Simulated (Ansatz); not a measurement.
Reactions of CH2AlFO, SMILES `O=[CH][AlH][F]`.

Gas-phase electronic energies from Ansatz, PBE0-D4/def2-TZVP geometries. CBS: MP2 limit from def2 TZ/QZ plus the TZ coupled-cluster correction, frozen cores. This one scheme is used for every species. For Se outer-core shells are correlated without core-valence functions, which leaves a few kJ/mol of doubt a bond. Scalar relativity is left out up to krypton. One conformer a species, not always the lowest.

(1) Order these by ΔE at CCSD(T)/CBS, lowest first. (Estimate.)
A. `O=[CH][AlH][F]` + `C[SeH]` → `C[Se][AlH][F]` + `C=O`
B. `O=[CH][AlH][F]` + CH₃SH → `C[S][AlH][F]` + `C=O`
C. `O=[CH][AlH][F]` + `O[SiH2][SiH3]` → `O=CO[SiH2][SiH3]` + `[F][AlH2]`
D. `O=[CH][AlH][F]` + `CNC` → `C[N](C)[AlH][F]` + `C=O`
E. `O=[CH][AlH][F]` + `N=C[SiH3]` → `O=C/N=C\[SiH3]` + `[F][AlH2]`
F. `O=[CH][AlH][F]` + CH₃OH → `C[O][AlH][F]` + `C=O`

Largest T1 diagnostic: 0.017, for `O=C/N=C\[SiH3]`.

Answers

(1) F (-1.66 eV), A (-1.45 eV), B (-1.35 eV), D (-1.20 eV), C (-0.56 eV), E (-0.29 eV).
